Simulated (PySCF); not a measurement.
B(F)(NH2)(NMe2) (C2H8BFN2), SMILES CN(B(F)N)C.

The structure is a stationary point at B3LYP-D3(BJ)/def2-SVP. One conformer was computed; it need not be the lowest.

Two levels are set side by side: PBE/def2-TZVP (PySCF) and ωB97X/def2-TZVP (PySCF). Same geometry, gas phase. Differences are taken from unrounded values.

| quantity | ωB97X |
|---|---|
| orbital gap (eV) | 11.57 |
| highest occupied level (eV) | -8.79 |
| lowest empty level (eV) | 2.78 |
| dipole moment (D) | 2.08 |
| mean polarisability (bohr³) | 54.4 |

Problem. What does PBE give, and how far is it from ωB97X? (An estimate is asked for; the answer gives what the named calculation found.)

Solution. 
```csv
quantity,PBE,PBE minus ωB97X
orbital gap (eV),5.11,-6.46
highest occupied level (eV),-5.08,3.71
lowest empty level (eV),0.03,-2.75
dipole moment (D),2.01,-0.07
mean polarisability (bohr³),57.8,3.4
```

PBE's occupied levels lie high since its potential decays too fast outside the molecule; exact exchange lowers them and widens the gap. PBE's more diffuse valence density responds more strongly to a field. Differences between two approximate levels are no errors against the true value.

Rough cost on one machine, each run with all the roots and properties that it gave: ωB97X against PBE within a factor of 2.
